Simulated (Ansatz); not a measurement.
Relaxation of CH7AlSSi (11 atoms, charge 0, multiplicity 1), to a largest force component of 0.02 eV/Å in at most 50 steps.

All numbers below come from UKS PBE-D4/def2-SVP (Ansatz).

```xyz
11
Properties=species:S:1:pos:R:3:forces:R:3
C -1.856 0.798 0.444 -1.27 0.86 -0.37
Al -0.771 -0.778 0.645 0.48 0.12 0.04
S 1.340 -0.557 1.347 0.23 -0.03 0.06
Si 2.171 -0.241 -0.640 -2.59 -0.31 0.68
H -2.903 0.539 0.038 1.04 0.27 0.41
H -2.013 1.367 1.411 0.15 -0.31 -0.54
H -1.399 1.536 -0.288 -0.22 -0.44 0.49
H -1.303 -2.198 0.258 -0.12 -0.46 -0.05
H 1.463 0.956 -1.177 0.07 0.25 -0.38
H 3.555 -0.049 -0.577 2.13 0.26 0.11
H 1.782 -1.430 -1.441 0.11 -0.22 -0.44
```

Where does it end, and by what steps?

The run converged. The force dipped under the threshold on the way, but the program's further checks kept it going. After 31 steps the energy has fallen by 0.453 eV; H8 moved furthest, 1.70 Å.

| step | energy less start (eV) | largest force component (eV/Å) | accepted |
| --- | --- | --- | --- |
| 0 | 0.0000 | 2.590 | yes |
| 2 | -0.2286 | 0.131 | yes |
| 4 | -0.2332 | 0.136 | yes |
| 6 | -0.2390 | 0.169 | yes |
| 8 | -0.2656 | 0.259 | yes |
| 10 | -0.3186 | 0.389 | yes |
| 12 | -0.3741 | 0.419 | yes |
| 14 | -0.4410 | 0.116 | yes |
| 16 | -0.4460 | 0.047 | yes |
| 18 | -0.4491 | 0.063 | yes |
| 20 | -0.4506 | 0.048 | yes |
| 22 | -0.4511 | 0.018 | yes |
| 24 | -0.4514 | 0.026 | yes |
| 26 | -0.4518 | 0.047 | yes |
| 28 | -0.4501 | 0.229 | no |
| 30 | -0.4525 | 0.014 | yes |
| 31 | -0.4529 | 0.017 | yes |

```xyz
11
Properties=species:S:1:pos:R:3
C -1.639 0.547 0.012
Al -0.888 -1.006 0.945
S 1.259 -1.515 0.785
Si 1.961 0.046 -0.540
H -2.740 0.459 -0.101
H -1.439 1.475 0.592
H -1.199 0.699 -0.996
H -1.710 -1.994 1.891
H 1.684 1.419 0.012
H 3.445 -0.137 -0.676
H 1.331 -0.049 -1.904
```

Whether the end is a true minimum wasn't checked by a vibrational analysis.

The run took 56 s on 2 threads of Intel(R) Xeon(R) 6975P-C (Granite Rapids), with other jobs on the host, peak memory 0.2 GiB.
